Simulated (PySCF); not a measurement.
C₆H₁₀S.
Cartesian coordinates in Å at the GFN2-xTB level; atoms count from 1:
```xyz
17
C6H10S angstrom
C      0.832    0.034    1.144
C      0.217    0.016   -0.032
S      1.025    0.292   -1.585
C      2.742    0.660   -1.135
C     -1.226   -0.229   -0.241
C     -2.244    0.294    0.738
C     -1.991   -1.174    0.647
H      1.884    0.216    1.258
H      0.285   -0.140    2.054
H      2.772    1.540   -0.499
H      3.256    0.858   -2.070
H      3.188   -0.198   -0.639
H     -1.506   -0.212   -1.287
H     -3.169    0.686    0.345
H     -1.877    0.824    1.603
H     -1.454   -1.654    1.451
H     -2.740   -1.800    0.187
```

Vertical excitations from PySCF (density fitting, frozen core in the response, grid level 2 and gas phase unless stated; continuum runs use non-equilibrium linear response for the excitations) on a GFN2-xTB geometry. Reference run:

```
                              settings    S1, eV (f)    S2, eV (f)    S3, eV (f)    S4, eV (f)    S5, eV (f)    S6, eV (f)  T1, eV (Tamm–Dancoff)  mean α (au)
PBE0/def2-SVPD, full TDDFT, 6 singlets  5.29 (0.002)  5.58 (0.178)  5.87 (0.001)  6.23 (0.022)  6.41 (0.012)  6.58 (0.001)                   3.79         92.2
```

**Question.** What do these settings give: KT3/def2-SVPD, full TDDFT, 1 singlet?

**Answer.** 
```csv
settings,"S1, eV (f)","S2, eV (f)","S3, eV (f)","S4, eV (f)","S5, eV (f)","S6, eV (f)","T1, eV (Tamm–Dancoff)",mean α (au)
"KT3/def2-SVPD, full TDDFT, 1 singlet",4.66 (0.001),–,–,–,–,–,3.74,94.4
```

S1 moves by -0.63 eV (KT3 has no exact exchange, PBE0 25 % exact exchange). States are counted by energy in each run and needn't keep their character from row to row.

KT3 was designed for NMR shieldings or shifts; total energies of different functionals aren't comparable.

**Question.** Give the leading configurations of S1 (H = HOMO, L = LUMO) and the HOMO–LUMO gap of each run.

**Answer.** 
```
                              settings  S1 configurations (weight)  S1 (eV)  orbital gap (eV)  S1 − gap (eV)
PBE0/def2-SVPD, full TDDFT, 6 singlets                  H→L+1 0.90     5.29              6.28          -0.99
  KT3/def2-SVPD, full TDDFT, 1 singlet                  H→L+1 0.97     4.66              4.38          +0.28
```

One conformer stands for the species.
